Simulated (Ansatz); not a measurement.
`[F][In]([F])[O][SiH3]` + `OC1[SiH2]S1` → `[SiH3]OC1[SiH2]S1` + `[OH][In]([F])[F]`  (ligand exchange at the Si–O bond)

Program: Ansatz. Geometries: PBE0-D4/def2-TZVP. ΔE: electronic, gas phase. CBS: MP2 limit from def2 TZ/QZ plus the TZ coupled-cluster correction, frozen cores. Functionals use def2-TZVPP. B3LYP here is the variant with VWN-RPA as its local correlation; programs differ in this. Elements past krypton have def2 core potentials. For In outer-core shells are correlated without core-valence functions, which leaves a few kJ/mol of doubt a bond. One conformer a species, not always the lowest.

```tsv
level	ΔE (kcal/mol)
B3LYP-D4	2.9
B3LYP	4.2
HF/CBS(def2)	7.7
CCSD/CBS(def2)	4.6
```

Q: What does CCSD(T)/CBS give? (Best estimate.)

A: The calculation gave: +4.1 kcal/mol. The listed levels differ from it by -1.2, 0.1, 3.6, 0.5 kcal/mol.

Largest T1 diagnostic among the species: 0.018.

The D4 term adds −1.3 kcal/mol with B3LYP and −0.8 kcal/mol with PBE0; it sums over pairs of atoms, weighted by their polarisabilities, and B3LYP, whose exchange is more repulsive, gets the larger term. In def2-TZVPP, CCSD(T) changes the Hartree–Fock value by −3.4 kcal/mol (the triples alone add −0.5 kcal/mol) and MP2 by −3.8 kcal/mol.
